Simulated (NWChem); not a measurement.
# C$_{5}$H$_{5}$FSi; SMILES C#C[Si](C)(F)C#C

Results from NWChem. Medium grid unless said otherwise, to which SCAN and Minnesota functionals are sensitive. All runs use the structure optimised with B3LYP/6-31G* (spherical d).

Question: Order these by “orbital gap (eV)”, lowest first: PW6B95/def2-SVP; B3LYP/def2-SVP; LDA (Slater exchange, VWN5)/def2-SVP; M06-2X/def2-SVP; r2SCAN/def2-SVP.

Answer: LDA (Slater exchange, VWN5)/def2-SVP (5.29), r2SCAN/def2-SVP (5.82), B3LYP/def2-SVP (7.07), PW6B95/def2-SVP (7.66), M06-2X/def2-SVP (9.70)
